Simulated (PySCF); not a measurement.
# CaIn and its ions

ROHF-MP2; basis Ca x2c-SVPall, In x2c-SVPall; spin-free X2C with a Gaussian nucleus; PySCF 2.14. Neutral (ROHF): doublet (π ↑), Re = 3.425 Å, ωe = 99.0 cm⁻¹, De = 0.33 eV.

CaIn⁺ (RHF): singlet (closed shell), Re = 3.709 Å, ωe = 106 cm⁻¹, De = 1.05 eV to Ca + In⁺. The energies at the minima are -6557.31427 hartree for CaIn and -6557.14409 for CaIn⁺.

**Question.** Work out the adiabatic ionisation energy, without and with harmonic zero-point energies (1 hartree = 27.2114 eV, 1 eV = 8065.5 cm⁻¹), and the change of the bond length.

**Answer.** At MP2: 0.17018 hartree = 4.631 eV between the minima; the zero-point term (106.0 − 99.0)/2 cm⁻¹ = +0.000 eV makes it 4.631 eV. Re changes by +28.4 pm against the neutral. The electron leaves a π orbital, and the longer bond of the ion fits a bonding orbital, or a change in how ionic the bond is.

Correlated steps freeze 23 core orbitals. Weak bonds: CaIn. Basis-set superposition, not corrected here, can be much of De in a small basis, most of all at correlated wavefunction levels. These are scalar-relativistic numbers at best; spin–orbit coupling would shift them, the dissociation energy most. For an ion De counts to the pair picked by the measured ionisation energies or electron affinities, which need not be the lowest pair at this level. States were picked by a PBE0 search and need not be the measured ground states.
